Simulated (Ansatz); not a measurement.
Consider the formal exchange of groups at the Al–F bond: `[F][Al]1[SiH2][S]1` + BH₃ → `[BH2][Al]1[SiH2][S]1` + H–F.

Gas-phase electronic energies from Ansatz, PBE0-D4/def2-TZVP geometries. CCSD(T)/CBS adds triple-zeta CCSD(T) − MP2 to the extrapolated MP2 energy (def2 sets, frozen cores). This one scheme is used for every species. DFT in def2-TZVPP.

CCSD(T)/CBS gives +175.6 kJ/mol.

(1) Another level gave +161.8 kJ/mol. Which?
A. B2PLYP/def2-TZVPP
B. PBE-QIDH/def2-TZVPP
C. revPBE/def2-TZVPP
D. PBE0/def2-TZVPP

Largest T1 diagnostic among the species: 0.016.

Results:

(1) D. PBE0 161.8, PBE-QIDH 173.1, revPBE 156.4, B2PLYP 185.4 kJ/mol.

From PBE to PBE0 (25 % exact exchange), in def2-TZVPP and without D4, ΔE moves by +6.9 kJ/mol. In def2-TZVPP, CCSD(T) changes the Hartree–Fock value by −23.3 kJ/mol (the triples alone add −3.5 kJ/mol) and MP2 by −13.7 kJ/mol.
